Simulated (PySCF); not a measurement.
Predicted microwave data (PBE0-D3(BJ)/def2-SVP geometry optimisation, gas phase in PySCF) for one isomer of C5H15NSi2:

```
Rotational constants : A = 2593, B = 824.1, C = 680.1 MHz
Dipole components    : |μa| = 0.16 D, |μb| = 0.00 D, |μc| = 0.14 D
Inertial defect      : -65.08 u·Å²
κ                    : -0.85
```

Question: Which structure is it? (One computed conformer of each.)
A. `[CH3:1][CH:2]([CH3:3])[Si@@H:4]1[CH2:5][CH2:6][SiH2:7][NH:8]1` with C1–C2–Si4–C5 -67°, C2–Si4–C5–C6 -147°, Si4–C5–C6–Si7 36°, C5–C6–Si7–N8 -28°, C6–Si7–N8–Si4 10°
B. `[CH3:1][N:2]([SiH2:3][SiH3:4])[CH:5]1[CH2:6][CH2:7][CH2:8]1` with C1–N2–Si3–Si4 -19°, C1–N2–C5–C6 -72°, N2–C5–C6–C7 -146°, C5–C6–C7–C8 21°, C6–C7–C8–C5 -21°, N2–C5–C8–C7 146°
C. `[CH3:1][CH2:2][CH2:3][N:4]1[SiH2:5][CH2:6][CH2:7][SiH2:8]1` with C1–C2–C3–N4 179°, C2–C3–N4–Si5 86°, C3–N4–Si5–C6 170°, N4–Si5–C6–C7 31°, Si5–C6–C7–Si8 -37°, C6–C7–Si8–N4 28°
D. `[CH3:1][CH2:2]/[CH:3]=[CH:4]\[SiH2:5][NH:6][SiH2:7][CH3:8]` with C1–C2–C3–C4 -122°, C3–C4–Si5–N6 145°, C4–Si5–N6–Si7 117°, Si5–N6–Si7–C8 -110°

Answer: C. It is CCCN1[SiH2]CC[SiH2]1, an asymmetric top, point group C1. The candidates at the same level (rigid rotor, commonest isotopes):

| SMILES | A (MHz) | B (MHz) | C (MHz) | μa (D) | μb (D) | μc (D) | Δ (u·Å²) | point group | rotor |
| --- | --- | --- | --- | --- | --- | --- | --- | --- | --- |
| CC/C=C\[SiH2]N[SiH2]C | 4068 | 441.9 | 423.9 | 0.87 | 1.08 | 0.93 | -75.66 | C1 | near-prolate asymmetric top |
| CCCN1[SiH2]CC[SiH2]1 | 2593 | 824.1 | 680.1 | 0.16 | 0.00 | 0.14 | -65.08 | C1 | asymmetric top |
| CN([SiH2][SiH3])C1CCC1 | 3238 | 688.7 | 612.9 | 1.07 | 0.74 | 0.08 | -65.33 | C1 | near-prolate asymmetric top |
| CC(C)[Si@@H]1CC[SiH2]N1 | 2633 | 871.7 | 792.0 | 0.65 | 0.20 | 0.03 | -133.57 | C1 | near-prolate asymmetric top |

`CC/C=C\[SiH2]N[SiH2]C` has A 57 % too high; `CN([SiH2][SiH3])C1CCC1` has A 25 % too high; `CC(C)[Si@@H]1CC[SiH2]N1` has C 16 % too high. No structure here is proved a minimum.
